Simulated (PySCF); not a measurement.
Cl$_{4}$Sn, charge +1, doublet, geometry from GFN2-xTB (such geometries of metal compounds can be far from the true shape) (a state made from the parent by changing its charge; the spin is typed, not shown lowest) (all electrons, no relativity), with bond 5-2 at 3.0 times its length.

PySCF was given this input:
```python
from pyscf import gto, scf

mol = gto.Mole()
mol.atom = '''
    Cl   -1.825584   -0.856009   -1.205193
    Sn   -0.000000   -0.000000    0.000000
    Cl   -0.321213    2.295336    0.382433
    Cl    1.972572   -0.319549   -1.234846
    Cl    0.522673   -3.359334    6.172817
'''
mol.basis = 'sto-3g'
mol.charge = 1
mol.spin = 1
mol.verbose = 3
mol.build()

mf = scf.UHF(mol)
mf.kernel()
mo_i, mo_e, stable_i, stable_e = mf.stability(internal=True, external=True, return_status=True, nroots=6, tol=1e-6)
print('internally stable:', stable_i, ' externally stable:', stable_e)
if not stable_i:
    umf = mf.copy()
    umf.scf_summary = {}
    umf.kernel(umf.make_rdm1(mo_i, mf.mo_occ))
```

**Question.** What total energy does PySCF with HF/STO-3G give?

**Answer.** -7781.5028 Eh

**Question.** What Mulliken (on the basis functions themselves) charges in atom order does HF/STO-3G give?

**Answer.** Cl1 -0.19, Sn2 1.56, Cl3 -0.19, Cl4 -0.19, Cl5 0.00

**Question.** Predict the nuclear repulsion energy from HF/STO-3G.

**Answer.** 814.2609 Eh

**Question.** What is the computed HOMO energy (HF/STO-3G)?

**Answer.** -13.50 eV

These values belong to the state on which the SCF converged, which isn't shown to be the lowest.

**Question.** Roughly what does it cost on one core?

**Answer.** very roughly 14 core-seconds.
